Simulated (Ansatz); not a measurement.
Reaction (ligand exchange at a B–C bond): `C=CBCl` + HBr → `ClBBr` + `C=C`

Isolated molecules relaxed with PBE0-D4/def2-TZVP in Ansatz; ΔE leaves out vibrations. CBS: MP2 limit from def2 TZ/QZ plus the TZ coupled-cluster correction, frozen cores. This one scheme is used for every species. DFT in def2-TZVPP. B3LYP here is the variant with VWN-RPA as its local correlation; programs differ in this. HSE06 is defined as in plane-wave codes. For Br outer-core shells are correlated without core-valence functions, which leaves a few kJ/mol of doubt a bond. Scalar relativity is left out up to krypton. Each species was taken in one conformer, which may not be the lowest.

```
             level  ΔE (kcal/mol)  difference from CCSD(T)/CBS
       LDA (SPW92)          -10.6                          1.5
            PBE-D4          -11.5                          0.6
         revPBE-D4          -11.3                          0.8
           BLYP-D4          -10.9                          1.2
         r2SCAN-D4          -11.6                          0.5
            B97M-V          -10.6                          1.5
           PBE0-D4          -11.3                          0.8
          B3LYP-D4          -10.8                          1.3
        r2SCAN0-D4          -11.5                          0.6
          HSE06-D4          -11.3                          0.8
          BHLYP-D4          -10.8                          1.3
      CAM-B3LYP-D4          -10.5                          1.6
           ωB97X-V          -11.3                          0.8
           ωB97M-V          -11.3                          0.8
            B2PLYP          -11.5                          0.6
          PBE-QIDH          -11.8                          0.3
               PBE          -11.7                          0.4
            revPBE          -12.1                          0.0
              BLYP          -11.2                          0.9
            r2SCAN          -11.7                          0.4
             B3LYP          -11.1                          1.0
           r2SCANh          -11.7                          0.4
           r2SCAN0          -11.6                          0.5
             HSE06          -11.5                          0.6
             BHLYP          -10.7                          1.4
         CAM-B3LYP          -10.7                          1.4
RPA@PBE/def2-TZVPP          -11.4                          0.7
       HF/def2-SVP          -10.4                          1.7
      MP2/def2-SVP          -12.1                          0.0
     CCSD/def2-SVP          -11.6                          0.5
  CCSD(T)/def2-SVP          -11.7                          0.4
     HF/def2-TZVPP          -10.7                          1.4
SCS-MP2/def2-TZVPP          -12.0                          0.1
CCSD(T)/def2-TZVPP          -11.6                          0.5
     HF/def2-QZVPP          -10.5                          1.6
    MP2/def2-QZVPP          -12.6                         -0.5
SCS-MP2/def2-QZVPP          -12.1                          0.0
      HF/CBS(def2)          -10.5                          1.6
     MP2/CBS(def2)          -12.8                         -0.7
    CCSD/CBS(def2)          -11.9                          0.2
       CCSD(T)/CBS          -12.1                            0
```

Largest T1 diagnostic among the species: 0.012.

Leaving LDA and LC-ωPBE aside and taking each functional with its dispersion term where it has one, the values spread over 1.3 kcal/mol, from PBE-QIDH to CAM-B3LYP-D4. LDA lies +1.1 kcal/mol from PBE without D4. In def2-TZVPP, CCSD(T) changes the Hartree–Fock value by −0.9 kcal/mol (the triples alone add −0.1 kcal/mol) and MP2 by −1.7 kcal/mol.
